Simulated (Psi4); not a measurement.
tert-butylthiol (C₄H₁₀S), singlet, at a GFN2-xTB geometry, with bond 7-1 at 1.6 times its length; B3LYP/cc-pVDZ (Psi4 1.11).

Here is a job for Psi4.
```
memory 2 GB

molecule {
0 1
  C    -0.28728591    1.20823473   -1.11264235
  C    -0.25309893   -0.04926139   -0.25443164
  C     0.15383757   -1.26781817   -1.07205804
  C    -1.59391997   -0.27688702    0.43190663
  S     0.98570354    0.19379041    1.10925437
  H    -1.05113059    1.11037707   -1.88238910
  H    -0.65796097    2.60128198   -0.13752792
  H     0.67220764    1.37358002   -1.59965358
  H     0.23356972   -2.14509353   -0.43396168
  H    -0.59245319   -1.46420702   -1.84018979
  H     1.11415571   -1.10710133   -1.55899341
  H    -1.54863534   -1.15449171    1.07316198
  H    -1.85805211    0.58228339    1.04469498
  H    -2.37350079   -0.42797162   -0.31227422
  H     2.03434358    0.36748006    0.30808310
}

set basis cc-pvdz
set scf_type cd

energy('b3lyp')
print_variables()
```

The log (banner, timings and long lists left out):

```
   => Loading Basis Set <=

    Name: CC-PVDZ
    Role: ORBITAL
    Keyword: BASIS

         ---------------------------------------------------------
                                   SCF
               by Justin Turney, Rob Parrish, Andy Simmonett
                          and Daniel G. A. Smith
                              RKS Reference
         ---------------------------------------------------------

  ==> Geometry <==

    Molecular point group: c1
    Full point group: C1

    Geometry (in Angstrom), charge = 0, multiplicity = 1:

       Center              X                  Y                   Z               Mass
    ------------   -----------------  -----------------  -----------------  -----------------
         C           -0.328267502078     1.193785351744    -1.179245410300    12.000000000000
         C           -0.294080522078    -0.063710768256    -0.321034700300    12.000000000000
         C            0.112855977922    -1.282267548256    -1.138661100300    12.000000000000
         C           -1.634901562078    -0.291336398256     0.365303569700    12.000000000000
         S            0.944721947922     0.179341031744     1.042651309700    31.972071174400
         H           -1.092112182078     1.095927691744    -1.948992160300     1.007825032230
         H           -0.698942562078     2.586832601744    -0.204130980300     1.007825032230
         H            0.631226047922     1.359130641744    -1.666256640300     1.007825032230
         H            0.192588127922    -2.159542908256    -0.500564740300     1.007825032230
         H           -0.633434782078    -1.478656398256    -1.906792850300     1.007825032230
         H            1.073174117922    -1.121550708256    -1.625596470300     1.007825032230
         H           -1.589616932078    -1.168941088256     1.006558919700     1.007825032230
         H           -1.899033702078     0.567834011744     0.978091919700     1.007825032230
         H           -2.414482382078    -0.442420998256    -0.378877280300     1.007825032230
         H            1.993361987922     0.353030681744     0.241480039700     1.007825032230

  Running in c1 symmetry.

  Rotational constants: A =      0.14680  B =      0.09990  C =      0.09883 [cm^-1]
  Rotational constants: A =   4400.91958  B =   2994.95185  C =   2962.95574 [MHz]
  Nuclear repulsion =  243.407265019533298

  Charge       = 0
  Multiplicity = 1
  Electrons    = 50
  Nalpha       = 25
  Nbeta        = 25

  ==> Algorithm <==

[...]
    Nuclear Scheme         =       TREUTLER

    Blocking Scheme        =         OCTREE
    BS radius alpha        =              1
    Pruning alpha          =              1
    Radial Points          =             75
    Spherical Points       =            302
    Total Points           =         316824
    Total Blocks           =           2393
    Max Points             =            256
    Max Functions          =            124
    Weights Tolerance      =       1.00E-15

  ==> Integral Setup <==

Traceback (most recent call last):
  File "psi4", line 375, in <module>
  File "<string>", line 36, in <module>
  File "site-packages/psi4/driver/driver.py", line 533, in energy
  File "site-packages/psi4/driver/procrouting/proc.py", line 2760, in run_scf
  File "site-packages/psi4/driver/procrouting/proc.py", line 2047, in scf_helper
  File "site-packages/psi4/driver/procrouting/scf_proc/scf_iterator.py", line 82, in scf_compute_energy
  File "site-packages/psi4/driver/procrouting/scf_proc/scf_iterator.py", line 200, in scf_initialize
  File "site-packages/psi4/driver/procrouting/scf_proc/scf_iterator.py", line 128, in initialize_jk

RuntimeError:
Fatal Error: Not enough memory for CD.
The most recent 5 function calls were:

psi::PsiException::PsiException(std::__cxx11::basic_string<char, std::char_traits<char>, std::allocator<char> >, char const*, int)
psi::DiskDFJK::preiterations()

Printing out the relevant lines from the Psithon --> Python processed input file:
      H     2.03434358    0.36748006    0.30808310
    """)
    core.IO.set_default_namespace("")
    core.set_global_option("BASIS", "cc-pvdz")
    core.set_global_option("SCF_TYPE", "cd")
--> energy('b3lyp')
    print_variables()

!----------------------------------------------------------------------------------!
!                                                                                  !
! Fatal Error: Not enough memory for CD.                                           !
! The most recent 5 function calls were:                                           !
! psi::PsiException::PsiException(std::__cxx11::basic_string<char,                 !
!     std::char_traits<char>, std::allocator<char> >, char const*, int)            !
! psi::DiskDFJK::preiterations()                                                   !
!                                                                                  !
!----------------------------------------------------------------------------------!
```

The input was rejected before any calculation.
